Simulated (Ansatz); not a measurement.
# Ligand exchange: C4H3F3 + SiH(SiF3)F2 → C4H4F2 + Si(SiF3)F3

Species: C4H3F3 `FCC#CC(F)F`, singlet; SiH(SiF3)F2, singlet; C4H4F2 `CC#CC(F)F`, singlet; Si(SiF3)F3, singlet. The partners trade F for H: C–F and Si–H bonds give way to C–H and Si–F.

Shapes, held fixed at every level: PBE0-D4/def2-TZVP. Programs: Ansatz 0.2.0. Electronic energies: no zero-point or thermal term.

```tsv
level	kind	ΔE (kJ/mol)	less CCSD(T)/CBS estimate
SPW92/def2-TZVPP	LDA	-253.7	+12.3
r2SCAN-D4/def2-TZVPP	meta-GGA	-263.7	+2.3
BHLYP-D4/def2-TZVPP	global hybrid	-263.2	+2.8
PBE0-D4/def2-TZVPP	global hybrid	-255.3	+10.7
B2PLYP/def2-TZVPP	double hybrid	-260.9	+5.1
MP2/def2-SVP	perturbation theory	-248.6	+17.4
CCSD(T)/def2-TZVPP	coupled cluster or CI	-261.7	+4.3
CCSD(T)/CBS estimate	coupled cluster or CI	-266.0	0.0
```

The highest level, CCSD(T)/CBS estimate, gives ΔE = -266.0 kJ/mol; the levels span -266.0 to -248.6. The column of differences is taken from that level and isn't an error. No measured value is set beside it here. The CBS estimate extrapolates MP2 from def2-TZVPP and def2-QZVPP and adds CCSD(T) − MP2 in the triple-zeta set, cores frozen.
